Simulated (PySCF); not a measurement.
The same groups moved round the core (propene silyl). Gas-phase values, no solvent. One relaxed conformer stands for each flexible species; it need not be the lowest. Strings in code marks are SMILES.

All values below come from PBE-D3(BJ)/def2-TZVP run with PySCF 2.14.0. Excitations are Tamm–Dancoff values on a coarser integration grid. The basis has no diffuse functions, so Rydberg states are missing or too high.

```json
[
 {"species": "`C=C(C)[SiH3]`", "HOMO (eV)": "-6.48", "brightest of the four lowest singlets (TDA) (eV)": "6.93", "HOMO–LUMO gap (eV)": "5.19"},
 {"species": "`C=CC[SiH3]` (C–C–C–Si torsion 106°)", "HOMO (eV)": "-6.09", "brightest of the four lowest singlets (TDA) (eV)": "6.64", "HOMO–LUMO gap (eV)": "5.15"},
 {"species": "`C/C=C/[SiH3]`", "HOMO (eV)": "-6.41", "brightest of the four lowest singlets (TDA) (eV)": "6.80", "HOMO–LUMO gap (eV)": "5.16"},
 {"species": "`[SiH3]/C=C\\C`", "HOMO (eV)": "-6.38", "brightest of the four lowest singlets (TDA) (eV)": "6.49", "HOMO–LUMO gap (eV)": "4.95"}
]
```
